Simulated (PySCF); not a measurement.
## Where the electron goes

Compound: C6H12AsN.
Numbering: `[CH2:1]=[N:2][C@@H:3]1[CH2:4][CH2:5][CH2:6][AsH:7][CH2:8]1` (hydrogens: H9, H10 on C1; H11 on C3; H12, H13 on C4; H14, H15 on C5; H16, H17 on C6; H18 on As7; H19, H20 on C8)

Theory: TDDFT CAM-B3LYP/def2-SVPD, vertical, gas phase, core orbitals frozen in the response in PySCF 2.14.0, density-fitted response routines. The structure is a single PBE0-D3(BJ)/def2-SVP conformer in the gas phase; no vibrational or solvent corrections. Relativistic effects, spin–orbit coupling among them, are left out although an element past zinc is present.

Frontier orbitals with the atoms that hold most of them (Löwdin shares over 4%, at most four atoms; ? is withheld):

```csv
orbital,ε (eV),atoms
HOMO-3,-10.22,"N2 29%, C1 24%, C4 8%, C3 8%"
HOMO-2,-9.29,"C6 19%, As7 18%, C8 15%, C5 8%"
HOMO-1,-8.66,?
HOMO,-7.87,?
LUMO,?,"C1 37%, N2 35%, H9 9%, H10 8%"
LUMO+1,1.32,"C1 15%, C4 8%, As7 7%, H11 7%"
LUMO+2,1.58,"As7 28%, C6 13%, H17 10%, C8 9%"
```

(1) Give the leading atoms of the HOMO-1.

(2) Give the leading atoms of the HOMO.

(3) What is the LUMO energy, and the HOMO–LUMO gap?

## Answers

(1) N2 (bonded to 2 C) 50%; C1 (bonded to N and 2 H) 10%; C3 (bonded to 2 C, N and H) 10%; H11 (bonded to C) 6%. By element: nitrogen 50%, carbon 21% or more, hydrogen 6% or more.

(2) As7 (bonded to 2 C and H) 59%; C6 (bonded to As, C and 2 H) 10%; C8 (bonded to As, C and 2 H) 9%; H18 (bonded to As) 7%. By element: arsenic 59%, carbon 19% or more, hydrogen 7% or more.

(3) ε(LUMO) = 0.69 eV; the gap is 8.56 eV (0.3145 hartree).

**Question.** How does S1 compare with the orbital gap of 8.56 eV?

**Answer.** S1 is at 4.83 eV (f = 0.0007), 3.73 eV below the gap, made of HOMO-1→LUMO (91%). Its leading pair isn't HOMO and LUMO; the energies of that pair differ by 9.35 eV. Without the coupling terms of the response equations the lowest excitation would equal the gap.

**Question.** Give energy, strength and leading configuration of S1 and S2, and follow the Löwdin shares of the leading atoms from the occupied to the empty orbital.

**Answer.** 
- S1 (4.83 eV, f 0.0007), HOMO-1→LUMO (91%): N2 50% → 35%, C1 10% → 37%
- S2 (6.15 eV, f 0.015), HOMO→LUMO (84%): As7 59% → at most 8%, C6 10% → at most 8%, C1 at most 7% → 37%, N2 at most 7% → 35%

Löwdin shares depend on the basis, the more so with diffuse functions.
